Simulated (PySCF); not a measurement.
**Magnetisability: `[BH3-][P@H+](C)C(=C)C`, C₄H₁₂BP**

Molfile (atoms numbered from 1):
```
C4H12BP
     RDKit          3D

 18 17  0  0  0  0  0  0  0  0999 V2000
   -1.2290   -1.8706    0.4713 B   0  0  0  0  0  0  0  0  0  0  0  0
   -0.7217   -0.0235    0.5129 P   0  0  2  0  0  0  0  0  0  0  0  0
   -1.5801    1.0282   -0.7215 C   0  0  0  0  0  0  0  0  0  0  0  0
    1.0383    0.3719    0.2698 C   0  0  0  0  0  0  0  0  0  0  0  0
    1.7582    0.9286    1.2335 C   0  0  0  0  0  0  0  0  0  0  0  0
    1.5977   -0.0758   -1.0424 C   0  0  0  0  0  0  0  0  0  0  0  0
   -2.3980   -1.8667    0.7051 H   0  0  0  0  0  0  0  0  0  0  0  0
   -0.9751   -2.2083   -0.6475 H   0  0  0  0  0  0  0  0  0  0  0  0
   -0.5728   -2.4218    1.2965 H   0  0  0  0  0  0  0  0  0  0  0  0
   -0.9560    0.7294    1.6635 H   0  0  0  0  0  0  0  0  0  0  0  0
   -2.6456    1.0123   -0.4967 H   0  0  0  0  0  0  0  0  0  0  0  0
   -1.4338    0.5958   -1.7107 H   0  0  0  0  0  0  0  0  0  0  0  0
   -1.2128    2.0528   -0.7045 H   0  0  0  0  0  0  0  0  0  0  0  0
    2.8153    1.1112    1.1215 H   0  0  0  0  0  0  0  0  0  0  0  0
    1.3195    1.2202    2.1739 H   0  0  0  0  0  0  0  0  0  0  0  0
    2.6838   -0.0157   -1.0513 H   0  0  0  0  0  0  0  0  0  0  0  0
    1.2095    0.5437   -1.8518 H   0  0  0  0  0  0  0  0  0  0  0  0
    1.2938   -1.1052   -1.2332 H   0  0  0  0  0  0  0  0  0  0  0  0
  1  2  1  0
  2  3  1  0
  2  4  1  0
  4  5  2  0
  4  6  1  0
  1  7  1  0
  1  8  1  0
  1  9  1  0
  2 10  1  1
  3 11  1  0
  3 12  1  0
  3 13  1  0
  5 14  1  0
  5 15  1  0
  6 16  1  0
  6 17  1  0
  6 18  1  0
M  CHG  2   1  -1   2   1
M  END
```

Computed with GIAO BHandHLYP/pcSseg-1 magnetisability, rotational g tensor and spin-rotation constants, non-relativistic, gas phase in PySCF. Geometry: GFN2-xTB.

Question: How diamagnetic is it, and how anisotropic?

Answer: Isotropic -1292 × 10⁻³⁰ J/T², or -77.8 × 10⁻⁶ cm³/mol; principal values -1401, -1249, -1228 × 10⁻³⁰ J/T², anisotropy 164 × 10⁻³⁰ J/T² (root of half the summed squared differences of the principal values). The susceptibility is in cgs units.

Question: Split it along the inertial axes a, b, c into diamagnetic and paramagnetic parts about the centre of mass, with the quadrupole moment.

Answer: 
```csv
axis,χ (10⁻⁶ cm³/mol),diamagnetic (10⁻⁶ cm³/mol),paramagnetic (10⁻⁶ cm³/mol),summed x² of all electrons (Å²),quadrupole Θ (D Å)
a,-74.0,-483.1,409.2,125.8,-1.21
b,-84.3,-755.8,671.4,61.6,-5.37
c,-75.2,-795.1,719.9,52.3,+6.58
```
Anisotropies 2χaa − χbb − χcc = +11.6 and 2χbb − χaa − χcc = -19.5 × 10⁻⁶ cm³/mol. Θ is traceless in Buckingham's convention.

Question: And the rotational g tensor?

Answer: 
| axis | rotational constant (GHz) | g | nuclear part | electronic part |
| --- | --- | --- | --- | --- |
| a | 3.5171 | -0.0261 | 0.6500 | -0.6761 |
| b | 1.9619 | -0.0027 | 0.6161 | -0.6189 |
| c | 1.8499 | -0.0166 | 0.6090 | -0.6256 |

Asymmetric top; isotopes 11B, 12C, 1H, 31P; no vibrational averaging.
